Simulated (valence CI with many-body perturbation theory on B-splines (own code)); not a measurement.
## Questions on Re70+

Computed by relativistic CI+MBPT: three valence electrons over a frozen Dirac-Fock core [He], a basis of 11 s, 11 p, 9 d, 7 f, 5 g, 2 h, 1 i functions for each j, with the one-electron correlation potential Σ1, the two-electron term Σ2, the three-electron term Σ3, Breit, model QED; selected CI, second order for the rest (own B-spline code, finite nucleus).

No measured spectrum was set against this ion. As an estimate, large intervals hold to a few tenths of a per cent, small ones and those within an open d or f shell to about a per cent.

Levels are named by their leading jj configuration (3d3/2^4 stands for four electrons in 3d with j = 3/2), which in mixed levels can hold well under half, so a name can repeat and another be missing.

Rates and lifetimes use the calculated energies. Strong lines usually hold to 10 to 20 %, long lifetimes can be off by a factor of two.

Q: What is the ground level?

A: (2s^2 2p1/2) J=1/2, composition 100 % 2s2 2p 2P°, g = 0.614.

Q: What is the ionisation energy?

A: 19416 eV; NIST lists 19420 ± 60 eV (theoretical).

Q: Among levels below 1014.0 Ry, which E1 lines absorb most strongly from the ground level?

A: to (2s^2 3d3/2) J=3/2 at 0.1071 nm, f = 0.553; to (2s 2p1/2 3p1/2) J=3/2 at 0.1101 nm, f = 0.197; to (2s 2p1/2 2p3/2) J=3/2 at 0.6635 nm, f = 0.176.

Q: Name the longest-lived excited levels whose lifetime is computed, and their main decay.

A: (2s 2p1/2 2p3/2) J=5/2 at 131.7 Ry lives 110 ps, mostly by E1 to (2s^2 2p3/2) J=3/2; (2s 2p1/2^2) J=1/2 at 20.4 Ry lives 38.3 ps, mostly by E1 to (2s^2 2p1/2) J=1/2; (2s^2 2p3/2) J=3/2 at 114.3 Ry lives 16.5 ps, mostly by E1 to (2s 2p1/2^2) J=1/2.

Q: Where does the other parity begin?

A: At (2s 2p1/2^2) J=1/2, 20.4 Ry.

Q: What are the static dipole polarisabilities of the lowest levels?

A: (2s^2 2p1/2) J=1/2 0.000142 bohr³, of which the core gives 2.05e-07.

Q: How well does LS coupling describe the low levels?

A: Among the lowest 20 levels the leading LS term, summed over configurations, holds 76 % on average. For single configurations the figures are 75 % in LS and 99 % in jj coupling. Terms mix most in the J = 1/2 level at 20.4 Ry, where the leading one holds 49 %.
